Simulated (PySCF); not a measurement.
C6H12P2.
SMILES: `C#CP(P)C(C)(C)C`

Theory: TDDFT CAM-B3LYP/def2-SVPD, vertical, gas phase, core orbitals frozen in the response (PySCF). Geometry: PBE0-D3(BJ)/def2-SVP, one conformer, isolated molecule. Torsions of this conformer, `[CH:1]#[C:2][P:3]([PH2:4])[C:5]([CH3:6])([CH3:7])[CH3:8]`: C2–P3–C5–C6 -46°, H–P4–P3–C2 -156°, H–P4–P3–C2 -63°.

Problem. What does the calculation give for the low-lying excited states?

Solution. 

```json
{"state": "S1", "E (eV)": "4.86", "E (hartree)": "0.1787", "f": "0.072", "|μ| (D)": "1.97", "main configurations (H = HOMO, L = LUMO)": "H→L (82%)"}
{"state": "S2", "E (eV)": "5.47", "E (hartree)": "0.2009", "f": "0.056", "|μ| (D)": "1.64", "main configurations (H = HOMO, L = LUMO)": "H→L+1 (42%), H→L+2 (31%)"}
{"state": "S3", "E (eV)": "5.85", "E (hartree)": "0.2150", "f": "0.049", "|μ| (D)": "1.49", "main configurations (H = HOMO, L = LUMO)": "H→L+1 (34%), H→L+2 (21%), H→L+3 (19%)"}
{"state": "S4", "E (eV)": "5.98", "E (hartree)": "0.2198", "f": "0.0065", "|μ| (D)": "0.54", "main configurations (H = HOMO, L = LUMO)": "H→L+3 (65%), H→L+2 (11%)"}
{"state": "S5", "E (eV)": "6.16", "E (hartree)": "0.2263", "f": "0.070", "|μ| (D)": "1.73", "main configurations (H = HOMO, L = LUMO)": "H-1→L (38%), H-1→L+1 (13%)"}
{"state": "S6", "E (eV)": "6.39", "E (hartree)": "0.2347", "f": "0.0046", "|μ| (D)": "0.44", "main configurations (H = HOMO, L = LUMO)": "H-2→L (27%), H-1→L+1 (23%), H-1→L+2 (14%)"}
{"state": "S7", "E (eV)": "6.54", "E (hartree)": "0.2403", "f": "0.053", "|μ| (D)": "1.46", "main configurations (H = HOMO, L = LUMO)": "H-2→L+1 (16%), H-2→L+2 (13%), H-2→L (10%)"}
{"state": "S8", "E (eV)": "7.03", "E (hartree)": "0.2583", "f": "0.033", "|μ| (D)": "1.11", "main configurations (H = HOMO, L = LUMO)": "H→L+5 (18%), H→L+6 (14%), H-1→L (10%)"}
{"state": "S9", "E (eV)": "7.09", "E (hartree)": "0.2607", "f": "0.057", "|μ| (D)": "1.46", "main configurations (H = HOMO, L = LUMO)": "H→L+7 (22%), H→L+9 (12%), H→L+6 (10%)"}
{"state": "S10", "E (eV)": "7.16", "E (hartree)": "0.2630", "f": "0.024", "|μ| (D)": "0.94", "main configurations (H = HOMO, L = LUMO)": "H→L+5 (36%), H→L+4 (33%)"}
```

Triplets (Tamm–Dancoff): T1 4.04 eV, H→L (90%); T2 4.56 eV, H→L+1 (49%), H→L+2 (23%); T3 5.02 eV, H-1→L (19%), H-2→L (17%), H→L+3 (11%); T4 5.12 eV, H→L+3 (24%), H-1→L (20%), H→L+1 (11%).

The lowest singlet lies at 4.86 eV (255 nm, ultraviolet) and is of moderate strength; its leading configuration is HOMO→LUMO (82%). The largest oscillator strength of a single state is 0.072. Löwdin shares by element: HOMO phosphorus 64%, carbon 20% or more (atoms not listed hold the other 16%); LUMO phosphorus 52%, carbon 29% or more (atoms not listed hold the other 19%). The listed states span 2.29 eV, and the widest gap between neighbours is 0.60 eV (S1 to S2). Orbital energies (eV): HOMO-3 -10.41, HOMO-2 -9.56, HOMO-1 -9.09, HOMO -7.60, LUMO 0.50, LUMO+1 1.08, LUMO+2 1.15. The oscillator strengths of these states sum to 0.425; summed over the whole spectrum of an exact calculation they would give the number of electrons, 78 (Thomas–Reiche–Kuhn). The vertical ionisation energy (ΔSCF) is 8.21 eV, 1.05 eV above S10. The window holds the lowest 10 singlets.
